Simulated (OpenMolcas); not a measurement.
Fe3+.

| Property | Result |
| --- | --- |
| Program | OpenMolcas 26.06 |
| Method | CASSCF |
| Basis | ANO-R2 [6s5p4d2f1g] |
| Scalar Hamiltonian | X2C, finite nucleus |
| Active space | 5 electrons in 10 orbitals (3d 4d) |
| State averaging | 2S+1 = 6 even, 1 root; 2S+1 = 4 even, 24 roots; 2S+1 = 2 even, 53 roots |
| Spin-orbit coupling | RASSI with atomic mean-field integrals over the reference wave functions, term energies averaged over their components |

Levels without dynamic correlation, in cm-1 above 3d5 6S 5/2:

```
            Level      E
       3d5 4G 5/2  36255
       3d5 4P 5/2  41495
       3d5 4D 7/2  45118
      3d5 2I 11/2  51677
3d5 2D 5/2 [67 %]  57932
```

On this reference, MS-CASPT2, IPEA 0.25 Eh, imaginary shift 0.1 Eh (closed shells correlated: 3s 3p) puts 3d5 4G 5/2 at 33550 cm-1.

Question: Estimate the other levels at that method by one scale factor, and say how well it serves.

Answer: The factor is 33550 / 36255 = 0.925. Scaled values beside those that MS-CASPT2 gives and measured ones (Corliss and Sugar, J. Phys. Chem. Ref. Data 11, 135 (1982)):
| Level | Scaled | MS-CASPT2 | Miss (%) | Measured |
| --- | --- | --- | --- | --- |
| 3d5 4P 5/2 | 38383 | 36950 | +3.9 | 35254 |
| 3d5 4D 7/2 | 41734 | 40210 | +3.8 | 38779 |
| 3d5 2I 11/2 | 47801 | 49130 | -2.7 |  |
| 3d5 2D 5/2 [67 %] | 53587 | 51930 | +3.2 | 49542 |
For these levels the scaled values miss MS-CASPT2 by up to 3.9 %, as correlation changes each term by its own factor, spin-orbit parts do not scale and CASPT2 has its own spread within terms. This holds within one configuration; levels of others move differently, and the target method has errors of its own against measurement.

Term energies are means over components that CASPT2 splits; among the terms shown or strongly mixed into the levels shown the widest spread is 500 cm-1 (3d5 2I, MS-CASPT2). Active for correlation alone: 4d; no level in the range computed is led by a configuration that fills it, so any true level of that kind is missing. Without dynamic correlation excited terms often stand tens of per cent too high (terms of higher spin than the ground term too low), and those without a measured partner can miss by more than the paired ones (holds for CASSCF). Measured partners are found by configuration, term and J. A level has none where our copy of the source lacks it or the pairing is in doubt (some pairs that miss far off the trend of their configuration count as doubtful), and it then counts in no deviation. Only configurations of the active space appear.

A share in square brackets marks a mixed level and gives the weight of the term that names it, the lowest over the columns.
